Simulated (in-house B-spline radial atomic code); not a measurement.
# Ionising Te XI (Te10+) with different functionals

Computed with an all-electron radial atomic-structure program (B-spline basis): non-relativistic Hamiltonian, point nucleus, spin-polarised at highest spin, spherical fractional occupations for the functionals, and exact exchange of hybrids averaged over the configuration. The ionisation energy is the difference of two self-consistent energies, [Kr] 4d6 → [Kr] 4d5, without Breit or QED terms; ε is the level of the shell that loses the electron (its least bound occupied spin orbital). There is no spin-orbit coupling in this Hamiltonian.

```
   method                    rung  ΔSCF (eV)  -ε(4d) (eV)
     PBE0           global hybrid     217.43       208.68
    B3LYP           global hybrid     217.53       208.07
    TPSSh           global hybrid     217.25       206.54
   M06-2X           global hybrid     218.13       213.02
BHandHLYP           global hybrid     217.17       211.70
  r2SCAN0           global hybrid     216.75       208.22
    B97-1           global hybrid     217.66       208.32
    HSE06  range-separated hybrid     217.34       208.18
    wB97X  range-separated hybrid     217.39       211.09
CAM-B3LYP  range-separated hybrid     217.46       210.06
  LC-wPBE  range-separated hybrid     217.52       211.08
```

Task: Among the functionals, which spreads more, the ΔSCF values or the orbital energies?

Result: The orbital energies: ΔSCF values span about 1.37 eV and the orbital energies 6.48 eV; here energy differences depend much less on the functional than eigenvalues do.

Task: How do they compare with the NIST value?

Result: NIST lists 215 eV ± 2.4 (tabulated theory, ground level to ground level). Errors run from +1.75 to +3.13 eV; all lie within about twice that uncertainty, so the table can't rank the methods.
